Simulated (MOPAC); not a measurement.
Job for MOPAC: PM3 on BrGeHS (SMILES [SH][Ge][Br]), a point of a torsion scan.

```
PM3 1SCF PRECISE CHARGE=0 THREADS=1
BrGeHS

S     -1.34604606 1     0.39944255 1     0.40899795 1
Ge     0.75561622 1     1.02278846 1    -0.18136946 1
Br     0.80840394 1     0.31547525 1    -2.43932901 1
H     -1.46010230 1    -0.63803034 1    -0.41154567 1
```

Program output:

```
*******************************************************************************
 **                                                                           **
 **                              MOPAC v23.2.5                                **
 **                                                                           **
 *******************************************************************************
 ** MOPAC's Digital Object Identifier: https://doi.org/10.5281/zenodo.6511958 **
 **                                                                           **
 ** Please cite the open-source release paper for use of this MOPAC version:  **
 ** J. E. Moussa and J. J. P. Stewart (2026)                                  **
 ** MOPAC: An open-source semiempirical molecular orbital program             **
 ** J. Open Source Softw., 11(119), 8025, https://doi.org/10.21105/joss.08025 **
 *******************************************************************************

                              PM3 CALCULATION RESULTS

 *******************************************************************************
 *  PM3        - The PM3 Hamiltonian to be used
 *
 *
 *
 *                 CHARGE ON SYSTEM = 0
 *
 *
 *
 *  PRECISE    - TIGHTER CRITERIA TO BE USED
 *  1SCF       - DO 1 SCF AND THEN STOP
 *  THREADS=1  - MULTI-THREADING NOT USED
 *  T=         - A TIME OF 172800.0 SECONDS REQUESTED
 *  DUMP=N     - RESTART FILE WRITTEN EVERY 7200.0 SECONDS REQUESTED
 *******************************************************************************
PM3 1SCF PRECISE CHARGE=0 THREADS=1
 BrGeHS

   ATOM   CHEMICAL          X               Y               Z
  NUMBER   SYMBOL      (ANGSTROMS)     (ANGSTROMS)     (ANGSTROMS)

     1       S         -1.34604606  *   0.39944255  *   0.40899795  *
     2      Ge          0.75561622  *   1.02278846  *  -0.18136946  *
     3      Br          0.80840394  *   0.31547525  *  -2.43932901  *
     4       H         -1.46010230  *  -0.63803034  *  -0.41154567  *



          CARTESIAN COORDINATES

    NO.       ATOM           X           Y           Z

     1         S         -1.3460      0.3994      0.4090
     2        Ge          0.7556      1.0228     -0.1814
     3        Br          0.8084      0.3155     -2.4393
     4         H         -1.4601     -0.6380     -0.4115

  H: (PM3): J. J. P. STEWART, J. COMP. CHEM. 10, 209 (1989).
  S: (PM3): J. J. P. STEWART, J. COMP. CHEM. 10, 209 (1989).
 Ge: (PM3): J. J. P. STEWART, J. COMP. CHEM. 12, 320-341 (1991).
 Br: (PM3): J. J. P. STEWART, J. COMP. CHEM. 10, 209 (1989).

           Empirical Formula: H S Ge Br  =     4 atoms



      MOLECULAR POINT GROUP   :   C1


      RHF CALCULATION, NO. OF DOUBLY OCCUPIED LEVELS = 9


 -------------------------------------------------------------------------------
 PM3 1SCF PRECISE CHARGE=0 THREADS=1
 BrGeHS



     1SCF WAS SPECIFIED, SO BFGS WAS NOT USED
     SCF FIELD WAS ACHIEVED


                              PM3 CALCULATION
                                                       MOPAC v23.2.5 Linux




          FINAL HEAT OF FORMATION =        -10.00788 KCAL/MOL =     -41.87298 KJ/MOL


          COSMO AREA              =        124.36 SQUARE ANGSTROMS
          COSMO VOLUME            =        117.87 CUBIC ANGSTROMS

          IONIZATION POTENTIAL    =          9.817952 EV
          HOMO LUMO ENERGIES (EV) =         -9.818 -1.769
          NO. OF FILLED LEVELS    =          9
          MOLECULAR WEIGHT        =        185.5619         POINT GROUP:  C1

          MOLECULAR DIMENSIONS (Angstroms)

            Atom       Atom       Distance
           Br     3    S     1     3.57235
           Ge     2    H     4     2.54565
           Br     3    H     4     0.37784


          SCF CALCULATIONS        =          1





   ATOM   CHEMICAL          X               Y               Z
  NUMBER   SYMBOL      (ANGSTROMS)     (ANGSTROMS)     (ANGSTROMS)

     1       S         -1.34604606  *   0.39944255  *   0.40899795  *
     2      Ge          0.75561622  *   1.02278846  *  -0.18136946  *
     3      Br          0.80840394  *   0.31547525  *  -2.43932901  *
     4       H         -1.46010230  *  -0.63803034  *  -0.41154567  *

                             CARTESIAN COORDINATES

   1    S       -1.346046060     0.399442550     0.408997950
   2   Ge        0.755616220     1.022788460    -0.181369460
   3   Br        0.808403940     0.315475250    -2.439329010
   4    H       -1.460102300    -0.638030340    -0.411545670


           Empirical Formula: H S Ge Br  =     4 atoms



      MOLECULAR POINT GROUP   :   C1


                  EIGENVALUES
 -26.70106 -17.35367 -16.31251 -14.03551 -11.71903 -11.59905 -11.44097 -10.02582
  -9.81795  -1.76871  -1.23442  -0.84234   1.14233


              NET ATOMIC CHARGES AND DIPOLE CONTRIBUTIONS

  ATOM NO.   TYPE          CHARGE      No. of ELECS.   s-Pop       p-Pop
    1          S          -0.361845        6.3618     1.91336     4.44849
    2         Ge           0.910207        3.0898     1.92099     1.16880
    3         Br          -0.586837        7.5868     1.89028     5.69656
    4          H           0.038475        0.9615     0.96152
 DIPOLE           X         Y         Z       TOTAL
 POINT-CHG.     3.094     2.770     5.296     6.730
 HYBRID        -1.091    -1.688    -1.731     2.653
 SUM            2.003     1.082     3.565     4.230


          ATOMIC ORBITAL ELECTRON POPULATIONS

     Atom    s        px        py        pz
    1  S   1.91336   1.55296   1.36551   1.53002
    2 Ge   1.92099   0.52907   0.23870   0.40103
    3 Br   1.89028   1.98105   1.94826   1.76724
    4  H   0.96152

 **********************
 *                    *
 * JOB ENDED NORMALLY *
 *                    *
 **********************




 == MOPAC DONE ==
```

The run finished.

Cost: very roughly 0.020 core-seconds.
